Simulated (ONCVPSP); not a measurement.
u(r) = r·R(r): atom against pseudo-atom (Ca)

Columns: radius, all-electron u(r) and pseudo u(r) of the 3s shell (level -62.29 eV) of calcium in the configuration [Ne] 3s2 3p6; PW91, scalar-relativistic, ONCV scheme, ONCVPSP 4.0.1.

```tsv
r (bohr)	all-electron	pseudo
0.075	0.1656	0.0352
0.150	-0.2940	0.0794
0.225	-0.5232	0.1385
0.300	-0.4815	0.2145
0.375	-0.2750	0.3059
0.450	-0.0017	0.4099
0.525	0.2744	0.5235
0.600	0.5185	0.6425
0.675	0.7151	0.7604
0.750	0.8614	0.8676
0.825	0.9597	0.9538
0.900	1.0158	1.0105
0.975	1.0371	1.0350
1.050	1.0306	1.0302
1.125	1.0033	1.0032
1.200	0.9611	0.9610
1.275	0.9088	0.9087
1.350	0.8502	0.8502
1.425	0.7885	0.7885
1.500	0.7259	0.7258
1.575	0.6641	0.6640
1.650	0.6042	0.6042
1.725	0.5472	0.5472
1.800	0.4936	0.4935
1.875	0.4436	0.4435
1.950	0.3973	0.3973
```

(1) How many radial nodes do the two functions have?

(2) At about which radius was the pseudo-wave matched?

(3) Where does each function peak?

(4) Is the pseudo-wave norm-conserving?

Results:

(1) The all-electron 3s function has n − l − 1 = 2; the pseudo-wave has 0, since the states of the same l below it are removed with the core.

(2) 1.15 bohr. The columns agree to 0.0005 from 1.05 bohr on; several derivatives are matched, so the curves merge somewhat inside the radius.

(3) Outermost all-electron maximum near 0.97 bohr, pseudo maximum near 0.97 bohr (to the table’s step).

(4) Yes: the ONCV scheme keeps the norm inside the radius equal to the all-electron one, which fixes the energy derivative of the logarithmic derivative at the level.
